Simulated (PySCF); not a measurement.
C₄H₆Cl₂Si (SMILES C=C[Si](Cl)(Cl)C=C), singlet, at a GFN2-xTB geometry, atoms displaced at random by about 0.03 Å a coordinate.

Here is a job for PySCF.
```python
from pyscf import gto, scf, dft

mol = gto.M(
    atom='''
C    -1.766762    2.041607    0.656632
C    -1.249750    1.336103   -0.303034
Si   -0.046779   -0.134136   -0.098804
Cl    1.299425   -0.073829   -1.622246
Cl   -1.074549   -1.810189   -0.115654
C     0.929557   -0.051441    1.543879
C     1.314772    1.041117    2.159936
H    -2.434924    2.825302    0.519649
H    -1.566729    1.765412    1.716311
H    -1.355868    1.632178   -1.351435
H     1.213885   -1.019886    1.994874
H     1.169603    2.020784    1.743873
H     1.850795    0.959822    3.108241
''',
    basis='sto-3g',
    charge=0,
    spin=0,
    verbose=4,
)

mf = dft.RKS(mol)
mf.xc = 'tpss'
mf.kernel()
g = mf.nuc_grad_method()
grad = g.kernel()
```

What does this run give for the total energy, nuclear repulsion energy, HOMO-LUMO gap, Mulliken (on the basis functions themselves) charges in atom order, number of basis functions?


The total energy comes out as -1350.8066 Eh and the nuclear repulsion energy is 500.3403 Eh. The HOMO-LUMO gap is 6.67 eV and the Mulliken (on the basis functions themselves) charges in atom order is C1 -0.15, C2 -0.22, Si3 0.88, Cl4 -0.31, Cl5 -0.30, C6 -0.22, C7 -0.15, H8 0.09, H9 0.07, H10 0.08, H11 0.08, H12 0.08, H13 0.08. The number of basis functions is 53.
